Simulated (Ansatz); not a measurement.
These are r2SCAN-D4/def2-SVP in Ansatz (a first-principles code) values and carry that method's errors. No frequencies were computed at this level.

Ansatz 0.2 input:
```yaml
crystal:
  periodic: [false, false, false]
  atoms:
    - { symbol: Zr, position_ang: [0.000001, 0.000023, 0.00002] }
    - { symbol: Br, position_ang: [1.153228, -2.187446, 0.241181] }
    - { symbol: Br, position_ang: [-2.306804, -0.175597, 0.90603] }
    - { symbol: Br, position_ang: [-0.09928, 0.623405, -2.403072] }
    - { symbol: Br, position_ang: [1.25282, 1.739641, 1.255844] }
basis:
  gaussian: { orbitals: def2-svp }
hamiltonian:
  xc: r2scan
  dispersion: d4
relax:
  max_steps: 150
```

Output:

```
Functional definition: r2SCAN
1658 factors; their error is unknown
mean field evaluation 1: about -281440.2429 eV, gradient 1.4e1 eV
mean field evaluation 2: about -281440.4526 eV, gradient 9.3e0 eV
mean field evaluation 4: about -281440.6634 eV, gradient 3.4e0 eV
mean field evaluation 8: about -281440.6907 eV, gradient 3.4e-2 eV
mean field evaluation 16: about -281440.4838 eV, gradient 4.6e-5 eV
mean field -281440.48379585 eV, -10342.7470122859 hartree, gradient 4.6e-5 eV, S^2 0.000000; 0 other end points of the search recorded, 0 dependent functions left out
reference -281440.48382111 eV, -10342.7470132142 hartree; 76, 76 occupied and 83, 83 virtual orbitals, 1658 factors
relax step   1: F+E_penalty+E_count = -281440.54341989 eV  Δ(F+E_penalty+E_count) = +0.000e0 eV  max|allowed force component| = 1.189e-1 eV/Å  Δτ_max = 0.0000 Å  (26 SCF iters, accepted)
these checks for a lower state are left out or cut short: starts, cluster_reference, orbital_swaps, neighbouring_geometries, increment
1658 factors; their error is unknown
mean field -281440.48257137 eV, -10342.7469672870 hartree, gradient 6.3e-5 eV, S^2 0.000000; 0 other end points of the search recorded, 0 dependent functions left out
reference -281440.48259661 eV, -10342.7469682147 hartree; 76, 76 occupied and 83, 83 virtual orbitals, 1658 factors
relax step   2: F+E_penalty+E_count = -281440.54248373 eV  Δ(F+E_penalty+E_count) = +9.362e-4 eV  max|allowed force component| = 1.473e-1 eV/Å  Δτ_max = 0.0178 Å  (26 SCF iters, rejected (line search))
these checks for a lower state are left out or cut short: starts, cluster_reference, orbital_swaps, neighbouring_geometries, increment
1658 factors; their error is unknown
mean field -281440.48565285 eV, -10342.7470805294 hartree, gradient 6.8e-5 eV, S^2 0.000000; 0 other end points of the search recorded, 0 dependent functions left out
reference -281440.48567810 eV, -10342.7470814574 hartree; 76, 76 occupied and 83, 83 virtual orbitals, 1658 factors
relax step   3: F+E_penalty+E_count = -281440.54540704 eV  Δ(F+E_penalty+E_count) = -1.987e-3 eV  max|allowed force component| = 1.686e-3 eV/Å  Δτ_max = 0.0080 Å  (26 SCF iters, accepted)
1658 factors; their error is unknown
mean field evaluation 32: about -281440.6915 eV, gradient 1.6e0 eV
mean field -281440.48565285 eV, -10342.7470805294 hartree, gradient 6.8e-5 eV, S^2 0.000000; 1 other end points of the search recorded, 0 dependent functions left out
reference -281440.48567810 eV, -10342.7470814574 hartree; 76, 76 occupied and 83, 83 virtual orbitals, 1658 factors
Total energy: -281440.54543229 eV, -10342.7492773835 hartree
Atom 0 at    -0.000007     0.000004    -0.000000 Å, force     0.000002     0.000004    -0.000029 eV/Å
Atom 1 at     1.149540    -2.180434     0.240405 Å, force    -0.000798     0.001511    -0.000168 eV/Å
Atom 2 at    -2.299418    -0.175026     0.903125 Å, force     0.001588     0.000120    -0.000625 eV/Å
Atom 3 at    -0.098957     0.621409    -2.395337 Å, force     0.000069    -0.000439     0.001686 eV/Å
Atom 4 at     1.248807     1.734073     1.251810 Å, force    -0.000861    -0.001196    -0.000864 eV/Å
Dipole moment:    -0.000000    -0.000001     0.000002 e Å
```

Cost: very roughly 90 core-seconds.
